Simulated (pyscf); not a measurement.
:HSi–O–AsH₂ (SMILES [SiH]O[AsH2]) [singlet] → H₃AsOSi (SMILES O1[SiH2][AsH]1), a rearrangement (singlet surface; As–H broken, As–Si, H–Si formed). PySCF, gas phase, ωB97X-D3(BJ)/def2-SVP geometries. Correlated levels are frozen-core, on RHF or UHF. ΔMP2 is the change of the MP2 total energy from the triple- to the quadruple-zeta basis. Energies in kJ/mol from the reactant's lowest minimum found.

Small-basis levels: PySCF, no dispersion term, spherical d functions. 

Task: In single points SVWN5/6-31G*+LANL2DZ puts the saddle at 7.5 kJ/mol and the reaction energy at -92.3 kJ/mol. Should these be trusted to within a few kcal/mol? Compare with CCSD(T)/def2-TZVPP + ΔMP2(QZVPP).

Result: CCSD(T)/def2-TZVPP + ΔMP2(QZVPP) gives ΔE‡ = 56.2 kJ/mol and ΔE = -68.3 kJ/mol. SVWN5/6-31G*+LANL2DZ lies 48.7 kJ/mol under it in the barrier and 24.0 kJ/mol under it in the reaction energy, so on this step it does not hold to within 12.6 kJ/mol. CCSD(T)/def2-TZVPP + ΔMP2(QZVPP) has limits of its own. :HSi–O–AsH₂ [singlet] lies 71.5 kJ/mol over its isomer HO–Si:–AsH₂ [singlet], and others may lie lower still (electronic energy, ωB97M-D3(BJ)). One saddle was located; it need not be the lowest between these sides. A restricted solution here is unstable towards spin polarisation, so biradical character is likely and single-reference numbers are less safe. The CCSD(T) − MP2 part came from Ansatz, without density fitting, on the same reference. The frozen core leaves the outer d or s,p core shells of the metals and heavy elements correlated in the MP2 and CC values, and def2-TZVPP describes them poorly, which can shift differences by a few kcal/mol. In the def2 sets elements up to Kr have no core potential.
